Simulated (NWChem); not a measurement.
Program: NWChem. System: BCl, charge 0, spin multiplicity 1, displaced from the optimised geometry. The structure started from a generated list of species. Level: PBE/cc-pVDZ, spin-restricted.

Job file:

```
start mol
memory heap 200 mb stack 900 mb global 1100 mb
geometry units angstroms nocenter noautoz noautosym
  B      0.000000     0.000000    -1.758323
  Cl     0.000000     0.000000     0.390738
end
basis spherical
  * library cc-pvdz
end
dft
  xc xpbe96 cpbe96
  semidirect memsize 60000000 filesize 0
  iterations 100
end
task dft energy
```

Part of the output:

```
             Northwest Computational Chemistry Package (NWChem) 7.3.0
             --------------------------------------------------------

                                NWChem Input Module
                                -------------------

 Scaling coordinates for geometry "geometry" by  1.889725989
 (inverse scale =  0.529177249)

                             Geometry "geometry" -> ""
                             -------------------------

 Output coordinates in angstroms (scale by  1.889725989 to convert to a.u.)

  No.       Tag          Charge          X              Y              Z
 ---- ---------------- ---------- -------------- -------------- --------------
    1 B                    5.0000     0.00000000     0.00000000    -1.75832300
    2 Cl                  17.0000     0.00000000     0.00000000     0.39073800

 Effective nuclear repulsion energy (a.u.)      20.9301021074

            Nuclear Dipole moment (a.u.)
            ----------------------------
        X                 Y               Z
 ---------------- ---------------- ----------------
     0.0000000000     0.0000000000    -4.0611515406


 Summary of "ao basis" -> "" (spherical)
 ------------------------------------------------------------------------------
       Tag                 Description            Shells   Functions and Types
 ---------------- ------------------------------  ------  ---------------------
 *                          cc-pvdz                   on all atoms

  pbe96 is a nonlocal functional; adding pw91lda local functional.

                                 NWChem DFT Module
                                 -----------------

 Summary of "ao basis" -> "ao basis" (spherical)
 ------------------------------------------------------------------------------
       Tag                 Description            Shells   Functions and Types
 ---------------- ------------------------------  ------  ---------------------
 B                          cc-pvdz                  6       14   3s2p1d
 Cl                         cc-pvdz                  8       18   4s3p1d

 Summary of "ao basis" -> "ao basis" (spherical)
 ------------------------------------------------------------------------------
       Tag                 Description            Shells   Functions and Types
 ---------------- ------------------------------  ------  ---------------------
 B                          cc-pvdz                  6       14   3s2p1d
 Cl                         cc-pvdz                  8       18   4s3p1d

            General Information
            -------------------
          SCF calculation type: DFT
          Wavefunction type:  closed shell.
          No. of atoms     :     2
          No. of electrons :    22
           Alpha electrons :    11
            Beta electrons :    11
          Charge           :     0
          Spin multiplicity:     1
          Use of symmetry is: off; symmetry adaption is: off
          Maximum number of iterations: 100
          AO basis - number of functions:    32
                     number of shells:    14
          Convergence on energy requested:  1.00D-06
          Convergence on density requested:  1.00D-05
          Convergence on gradient requested:  5.00D-04

              XC Information
              --------------
          PerdewBurkeErnzerhof Exchange Functional  1.000
            Perdew 1991 LDA Correlation Functional  1.000 local
           PerdewBurkeErnz. Correlation Functional  1.000 non-local

             Grid Information
             ----------------
          Grid used for XC integration:  medium
          Radial quadrature: Mura-Knowles
          Angular quadrature: Lebedev.
          Tag              B.-S. Rad. Rad. Pts. Rad. Cut. Ang. Pts.
          ---              ---------- --------- --------- ---------
          B                   0.85       49           7.0       434
          Cl                  1.00       88           8.0       590
          Grid pruning is: on
          Number of quadrature shells:   137
          Spatial weights used:  Erf1

          Convergence Information
          -----------------------
          Convergence aids based upon iterative change in
          total energy or number of iterations.
          Levelshifting, if invoked, occurs when the
          HOMO/LUMO gap drops below (HL_TOL):  1.00D-02
          DIIS, if invoked, will attempt to extrapolate
          using up to (NFOCK): 10 stored Fock matrices.

                    Damping( 0%)  Levelshifting(0.5)       DIIS
                  --------------- ------------------- ---------------
          dE  on:    start            ASAP                start
          dE off:    2 iters        100 iters           100 iters

      Screening Tolerance Information
      -------------------------------
          Density screening/tol_rho:  1.00D-10
          AO Gaussian exp screening on grid/accAOfunc:  14
          CD Gaussian exp screening on grid/accCDfunc:  20
          XC Gaussian exp screening on grid/accXCfunc:  20
          Schwarz screening/accCoul:  1.00D-08

      Superposition of Atomic Density Guess
      -------------------------------------

 Sum of atomic energies:        -484.00799318

      Non-variational initial energy
      ------------------------------

 Total energy =    -483.866860
 1-e energy   =    -709.088883
 2-e energy   =     204.291921
 HOMO         =      -0.319484
 LUMO         =       0.017389

------------------------------------------------------------
EAF file 0: "./mol.aoints.0" size=524288 bytes
------------------------------------------------------------
               write      read    awrite     aread      wait
               -----      ----    ------     -----      ----
     calls:        1         0         0         0         0
   data(b): 5.24e+05  0.00e+00  0.00e+00  0.00e+00
   time(s): 0.00e+00  0.00e+00  0.00e+00  0.00e+00  0.00e+00
rate(mb/s): 0.00e+00  0.00e+00
------------------------------------------------------------

   convergence    iter        energy       DeltaE   RMS-Dens  Diis-err    time
 ---------------- ----- ----------------- --------- --------- ---------  ------
 d= 0,ls=0.0,diis     1   -484.6408426365 -5.06D+02  8.62D-02  3.58D-01     0.5
 d= 0,ls=0.0,diis     2   -480.5680553895  4.07D+00  6.91D-02  2.03D+01     0.6
 d= 0,ls=0.0,diis     3   -484.6991883985 -4.13D+00  6.47D-03  1.39D-01     0.6
 d= 0,ls=0.0,diis     4   -484.7244152026 -2.52D-02  2.15D-03  5.07D-03     0.7
 d= 0,ls=0.0,diis     5   -484.7254132005 -9.98D-04  6.01D-04  6.20D-04     0.7
  Resetting Diis
 d= 0,ls=0.0,diis     6   -484.7255152061 -1.02D-04  1.26D-04  1.29D-05     0.7
 d= 0,ls=0.0,diis     7   -484.7255179072 -2.70D-06  4.22D-05  2.27D-07     0.8
 d= 0,ls=0.0,diis     8   -484.7255175450  3.62D-07  3.43D-05  2.05D-06     0.8
 d= 0,ls=0.0,diis     9   -484.7255179481 -4.03D-07  2.49D-06  3.95D-09     0.8

         Total DFT energy =     -484.725517948093
      One electron energy =     -709.624651209592
           Coulomb energy =      235.839124504570
    Exchange-Corr. energy =      -31.870093350445
 Nuclear repulsion energy =       20.930102107374

 Numeric. integr. density =       22.000000310128

     Total iterative time =      0.6s

                       DFT Final Molecular Orbital Analysis
                       ------------------------------------

 Vector    9  Occ=2.000000D+00  E=-2.920136D-01
              MO Center= -1.8D-14, -8.9D-13,  2.3D-01, r^2= 1.4D+00
   Bfn.  Coefficient  Atom+Function         Bfn.  Coefficient  Atom+Function
  ----- ------------  ---------------      ----- ------------  ---------------
    22      0.462367  2 Cl px                23      0.364556  2 Cl py
    25      0.359552  2 Cl px                26      0.283491  2 Cl py
     4      0.113258  1 B  px                 5      0.089299  1 B  py
     7      0.070332  1 B  px                 8      0.055454  1 B  py

 Vector   10  Occ=2.000000D+00  E=-2.920136D-01
              MO Center= -3.3D-12,  4.1D-12,  2.3D-01, r^2= 1.4D+00
   Bfn.  Coefficient  Atom+Function         Bfn.  Coefficient  Atom+Function
  ----- ------------  ---------------      ----- ------------  ---------------
    23      0.462367  2 Cl py                22     -0.364556  2 Cl px
    26      0.359552  2 Cl py                25     -0.283491  2 Cl px
     5      0.113258  1 B  py                 4     -0.089299  1 B  px
     8      0.070332  1 B  py                 7     -0.055454  1 B  px

 Vector   11  Occ=2.000000D+00  E=-2.723757D-01
              MO Center=  8.4D-12, -9.4D-12, -1.2D+00, r^2= 2.9D+00
   Bfn.  Coefficient  Atom+Function         Bfn.  Coefficient  Atom+Function
  ----- ------------  ---------------      ----- ------------  ---------------
     3      0.453371  1 B  s                 24      0.415462  2 Cl pz
     2      0.330062  1 B  s                 27      0.322350  2 Cl pz
     6     -0.303723  1 B  pz                 9     -0.115634  1 B  pz
    12     -0.030313  1 B  d  0

 Vector   12  Occ=0.000000D+00  E=-1.429943D-01
              MO Center=  7.4D-13, -1.7D-12, -1.6D+00, r^2= 2.0D+00
   Bfn.  Coefficient  Atom+Function         Bfn.  Coefficient  Atom+Function
  ----- ------------  ---------------      ----- ------------  ---------------
     4      0.522921  1 B  px                 5      0.412297  1 B  py
     7      0.358864  1 B  px                 8      0.282947  1 B  py
    22     -0.159442  2 Cl px                25     -0.156823  2 Cl px
    23     -0.125713  2 Cl py                26     -0.123647  2 Cl py
    31      0.030104  2 Cl d  1

 Vector   13  Occ=0.000000D+00  E=-1.429943D-01
              MO Center= -8.4D-12,  1.1D-11, -1.6D+00, r^2= 2.0D+00
   Bfn.  Coefficient  Atom+Function         Bfn.  Coefficient  Atom+Function
  ----- ------------  ---------------      ----- ------------  ---------------
     5      0.522921  1 B  py                 4     -0.412297  1 B  px
     8      0.358864  1 B  py                 7     -0.282947  1 B  px
    23     -0.159442  2 Cl py                26     -0.156823  2 Cl py
    22      0.125713  2 Cl px                25      0.123647  2 Cl px
    29     -0.030104  2 Cl d -1

 Vector   14  Occ=0.000000D+00  E=-4.914104D-02
              MO Center=  2.3D-12, -2.5D-12, -1.2D+00, r^2= 2.7D+00
   Bfn.  Coefficient  Atom+Function         Bfn.  Coefficient  Atom+Function
  ----- ------------  ---------------      ----- ------------  ---------------
     6      0.660555  1 B  pz                 9      0.601459  1 B  pz
    27      0.502362  2 Cl pz                18     -0.410459  2 Cl s
    24      0.344233  2 Cl pz                 3      0.272194  1 B  s
     2      0.183528  1 B  s                 17     -0.130657  2 Cl s
    30      0.074649  2 Cl d  0

 center of mass
 --------------
 x =   0.00000000 y =   0.00000000 z =  -0.23403719

 moments of inertia (a.u.)
 ------------------
         138.097247028517           0.000000000000           0.000000000000
           0.000000000000         138.097247028517           0.000000000000
           0.000000000000           0.000000000000           0.000000000000

     Multipole analysis of the density
     ---------------------------------

     L   x y z        total         alpha         beta         nuclear
     -   - - -        -----         -----         ----         -------
     0   0 0 0     -0.000000    -11.000000    -11.000000     22.000000

     1   1 0 0     -0.000000     -0.000000     -0.000000      0.000000
     1   0 1 0      0.000000      0.000000      0.000000      0.000000
     1   0 0 1     -0.401365      1.829893      1.829893     -4.061152

     2   2 0 0    -13.884096     -6.942048     -6.942048      0.000000
     2   1 1 0     -0.000000     -0.000000     -0.000000      0.000000
     2   1 0 1      0.000000      0.000000      0.000000      0.000000
     2   0 2 0    -13.884096     -6.942048     -6.942048      0.000000
     2   0 1 1     -0.000000     -0.000000     -0.000000      0.000000
     2   0 0 2    -13.885251    -39.178612    -39.178612     64.471974

 Task  times  cpu:        0.8s     wall:        0.8s

 Total times  cpu:        0.9s     wall:        0.9s
```
